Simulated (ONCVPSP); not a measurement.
Before and after: ONCV potential for Sb (Z = 51)

Sb (Z = 51), optimised norm-conserving Vanderbilt (ONCV), made with ONCVPSP 4.0.1 (LDA (Perdew-Wang 92), scalar-relativistic). Core [Ar] 3d10, reference 4s2 4p6 4d10 5s1.5 5p3.5. Waves: 4s+5s: rc 1.20 bohr, ncon 4, nbas 8, qcut 9.9 1/bohr, 2 projectors; 4p+5p: rc 1.15 bohr, ncon 4, nbas 7, qcut 14.1 1/bohr, 2 projectors; 4d: rc 0.95 bohr, ncon 3, nbas 7, qcut 8.5 1/bohr, local. Local part: the d channel. Core correction: Teter function fitted to the true core (icmod 2), fcfact 0.5.

All-electron outer shells of the reference configuration (LDA (PZ), scalar-relativistic, ld1.x):

| shell | level (eV) | outermost node (bohr) | outermost maximum (bohr) |
| --- | --- | --- | --- |
| 3p | -750.70 | 0.13 | 0.30 |
| 3d | -516.87 | – | 0.24 |
| 4s | -149.23 | 0.39 | 0.73 |
| 4p | -102.33 | 0.39 | 0.76 |
| 4d | -34.25 | 0.38 | 0.84 |
| 5s | -13.50 | 0.95 | 1.88 |
| 5p | -5.29 | 1.04 | 2.29 |

Change: d: rc 1.02.

Cutoffs: the cutoffs (Ha) at which the residual kinetic energy of the hardest occupied pseudo-wave falls to 1 and 0.1 mHa per electron; they do not see the model core or the augmentation charge, which bear on the density cutoff. Errors are all-electron minus pseudo energies relative to the spin-unpolarised reference configuration.

How do hardness, ghosts and transferability respond?

The potential gets softer (120 Ha and 224 Ha → 105 Ha and 198 Ha); the errors of the 4 common tests hardly move; neither file shows a bound ghost. A larger radius leaves more room for a smooth pseudo-wave, so fewer plane waves are needed.

```tsv
quantity	base	changed
cutoff, loose	120 Ha	105 Ha
cutoff, tight	224 Ha	198 Ha
loose cutoff by channel	s 39 Ha, p 60 Ha, d 120 Ha	s 39 Ha, p 60 Ha, d 105 Ha
bound ghosts	none	none
GHOST(+) flags under 300 eV	none	none
error for 4s2 4p6 4d10 5s2 5p3, meV [ΔE -4.08 eV]	+0.1	+0.1
error for 4s2 4p6 4d10 5s2 5p2, meV [ΔE 4.44 eV]	-1.3	-1.2
error for 4s2 4p6 4d10 5s2 5p1, meV [ΔE 20.69 eV]	-4.3	-4.2
error for 4s2 4p6 4d9 5s2 5p4, meV [ΔE 26.94 eV]	-3.9	-4.2
s: phases at 1.22 bohr within 0.05 rad from the reference energy up to (Ha; the scan ends near 5)	to the end of the scan	to the end of the scan
p: phases at 1.17 bohr within 0.05 rad from the reference energy up to (Ha; the scan ends near 5)	to the end of the scan	to the end of the scan
rms error of d²Exc/dni dnj with the model core, mHa	0.53	0.53
```
